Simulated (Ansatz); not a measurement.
C2H4SSi (`S[SiH]1C=C1`), relaxed with RKS PBE-D4/def2-SVP in Ansatz from a rough embedded geometry. The force threshold is 0.03 eV/Å; the program also tests the step.

Charge 0, multiplicity 1.

Start:

```xyz
8

S    -0.126   -0.370   -2.049
Si    0.109   -0.606   -0.008
C    -0.812    0.510    0.939
C     0.283    0.993    0.714
H     0.184   -1.664   -2.424
H     1.199   -1.489    0.495
H    -1.734    0.753    1.519
H     0.897    1.872    0.815
```

```
        step  energy (eV)  largest force (eV/Å)  largest move (Å)
           1  -20830.8347                10.420             0.000
           2  -20831.8362                 2.781             0.194
           3  -20831.9667                 0.811             0.195
           4  -20832.0008                 0.333             0.058
           5  -20832.0087                 0.279             0.200
           6  -20832.0157                 0.040             0.070
           7  -20832.0165                 0.023             0.058
           8  -20832.0166                 0.130             0.062
9 (rejected)  -20832.0165                 0.067             0.016
          10  -20832.0169                 0.003             0.008
```

End:

```xyz
8

S     0.011   -0.487   -2.261
Si    0.286   -0.449   -0.121
C    -0.810    0.491    1.001
C     0.351    1.145    0.758
H     0.064   -1.847   -2.324
H     1.037   -1.669    0.319
H    -1.726    0.701    1.578
H     0.787    2.115    1.051
```

It took 15 s on 2 threads of an Arm Neoverse V1 on a shared host, with 0.12 GiB of host memory at the peak.
